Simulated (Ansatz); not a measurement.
Consider the formal exchange of groups at the Si–O bond: `[SiH3][O][GaH2]` + `CO[SiH2]S` → `CO[SiH]([SiH3])S` + `[OH][GaH2]`.

Isolated molecules relaxed with PBE0-D4/def2-TZVP in Ansatz; ΔE leaves out vibrations. CCSD(T)/CBS adds triple-zeta CCSD(T) − MP2 to the extrapolated MP2 energy (def2 sets, frozen cores). This one scheme is used for every species. DFT in def2-TZVPP. B3LYP here is the variant with VWN-RPA as its local correlation; programs differ in this. HSE06 is defined as in plane-wave codes. For Ga outer-core shells are correlated without core-valence functions, which leaves a few kJ/mol of doubt a bond. Scalar relativity is left out up to krypton. Each species was taken in one conformer, which may not be the lowest.

| level | ΔE (kJ/mol) | difference from CCSD(T)/CBS |
| --- | --- | --- |
| LDA (SPW92) | 65.7 | -26.5 |
| PBE-D4 | 63.2 | -29.0 |
| BLYP-D4 | 81.7 | -10.5 |
| r2SCAN-D4 | 85.3 | -6.9 |
| PBE0-D4 | 74.6 | -17.6 |
| B3LYP-D4 | 90.1 | -2.1 |
| r2SCANh-D4 | 87.5 | -4.7 |
| r2SCAN0-D4 | 90.7 | -1.5 |
| BHLYP-D4 | 104.2 | 12.0 |
| CAM-B3LYP-D4 | 98.1 | 5.9 |
| ωB97X-V | 90.6 | -1.6 |
| ωB97M-V | 94.8 | 2.6 |
| B2PLYP | 98.8 | 6.6 |
| PBE-QIDH | 91.2 | -1.0 |
| PBE | 66.6 | -25.6 |
| BLYP | 87.8 | -4.4 |
| r2SCAN | 86.4 | -5.8 |
| PBE0 | 77.9 | -14.3 |
| B3LYP | 95.4 | 3.2 |
| r2SCANh | 88.8 | -3.4 |
| r2SCAN0 | 92.1 | -0.1 |
| HSE06 | 77.7 | -14.5 |
| BHLYP | 109.2 | 17.0 |
| CAM-B3LYP | 101.7 | 9.5 |
| LC-ωPBE | 86.7 | -5.5 |
| RPA@PBE/def2-TZVPP | 96.2 | 4.0 |
| HF/def2-SVP | 118.8 | 26.6 |
| MP2/def2-SVP | 96.4 | 4.2 |
| CCSD/def2-SVP | 94.2 | 2.0 |
| CCSD(T)/def2-SVP | 90.5 | -1.7 |
| HF/def2-TZVPP | 128.0 | 35.8 |
| MP2/def2-TZVPP | 100.5 | 8.3 |
| SCS-MP2/def2-TZVPP | 106.8 | 14.6 |
| CCSD/def2-TZVPP | 99.6 | 7.4 |
| CCSD(T)/def2-TZVPP | 94.5 | 2.3 |
| HF/def2-QZVPP | 130.4 | 38.2 |
| MP2/def2-QZVPP | 100.0 | 7.8 |
| HF/CBS(def2) | 130.7 | 38.5 |
| MP2/CBS(def2) | 98.1 | 5.9 |
| CCSD/CBS(def2) | 97.3 | 5.1 |
| CCSD(T)/CBS | 92.2 | 0 |

Largest T1 diagnostic among the species: 0.015.

In def2-TZVPP, CCSD(T) changes the Hartree–Fock value by −33.6 kJ/mol (the triples alone add −5.1 kJ/mol) and MP2 by −27.6 kJ/mol. From r2SCAN to r2SCAN0 (25 % exact exchange), in def2-TZVPP and without D4, ΔE moves by +5.7 kJ/mol.
